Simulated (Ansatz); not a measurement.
Tl4Cl3⁺, relaxed as a singlet with RKS PBE-D4/def2-SVP in Ansatz, starting from the GFN1-xTB geometry. Force threshold 0.02 eV/Å.

In the def2 sets Tl takes a core potential; there is no spin–orbit coupling. Another isomer (singlet) lies 0.08 eV lower at PBE0-D4/def2-TZVP; other spin states weren't run for this one.

Start:

Cartesian coordinates in Å:
```
Tl 0.448 -1.015 1.987
Tl -0.156 -0.269 -2.277
Tl 1.825 1.848 -1.495
Tl -2.289 0.219 1.956
Cl 2.120 -0.816 -0.355
Cl -0.373 1.672 0.361
Cl -1.575 -1.639 -0.176
```

```
step  energy (eV)  largest force component (eV/Å)  SCF passes
   1  -56326.1326                           1.123          17
   2  -56326.6807                           0.392          24
   3  -56326.9187                           0.290          25
   4  -56327.1442                           0.370          18
   5  -56327.2385                           0.357          18
   6  -56327.2764                           0.261          18
   7  -56327.3294                           0.146          18
   8  -56327.3421                           0.065          18
   9  -56327.3461                           0.061          18
  10  -56327.3477                           0.005          19
```

Force components are those of the run's own axes.

End:

```xyz
7

Tl    1.0174   -1.1429    1.6765
Tl   -0.6119   -0.7052   -2.0690
Tl    2.3069    2.1918   -0.7492
Tl   -2.9197    0.6006    1.3422
Cl    2.1672   -0.6722   -1.0209
Cl   -0.3406    1.5523    0.3298
Cl   -1.6193   -1.8243    0.4906
```

By distances, no bond broke or formed, bridged metal pairs apart. The bond that changes most is Tl2–Cl7, from 2.88 to 2.97 Å (atoms count from 1). Metal–metal contacts that move far: Tl2–Tl3 3.00 to 4.32 Å, Tl1–Tl4 3.00 to 4.32 Å. The end is the same structure that another start reached.

No frequencies were taken in this run, so the end may be a saddle point.

Hardware: 4 threads of Intel Xeon on a shared host. Wall time 24 s.
